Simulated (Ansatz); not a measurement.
A made-up structure of CH₂SeSi, closed shell:

C1  (-0.567, -0.510, 0.054)
Si2  (0.167, 0.640, -0.119)
Se3  (1.708, -0.809, 0.330)
H4  (-1.260, -1.146, 0.124)
H5  (-0.048, 1.824, -0.389)
(Å)

It is relaxed with PBE-D4/def2-SVP and then PBE0-D4/def2-TZVP (Ansatz 0.2.0). Atoms count as bonded within 1.22 times the sum of their covalent radii (H–H: 0.88 Å). The end point is not checked to be a true minimum.

**Question.** Does its bonding change? (A judgement: the text doesn't fix the answer.)

**Answer.** Computed: No: no bond forms or breaks.

Where it ends: The first stage lowers the energy by 5.46 eV in 19 steps. It ends as CH₂SeSi ([CH]1[SiH][Se]1):
```tsv
atom	x (Å)	y (Å)	z (Å)
C1	-0.3392	-0.5583	0.1417
Si2	0.1172	1.1565	0.6236
Se3	1.3957	-0.9883	0.1290
H4	-1.1356	-1.2621	-0.0814
H5	-0.0381	1.6521	-0.8129
```

Labels in which every atom is bracketed show which atoms are joined, not bond orders.

For scale, one of the runs: PBE0-D4/def2-TZVP relaxation, 128 basis functions, launched by `ansatz run in.yaml --threads 2 --pin off --events-out ev --progress --plain --max-ram 4352MiB`. The run took about 25 s on 2 CPU threads of an Arm Neoverse V1 (shared host).
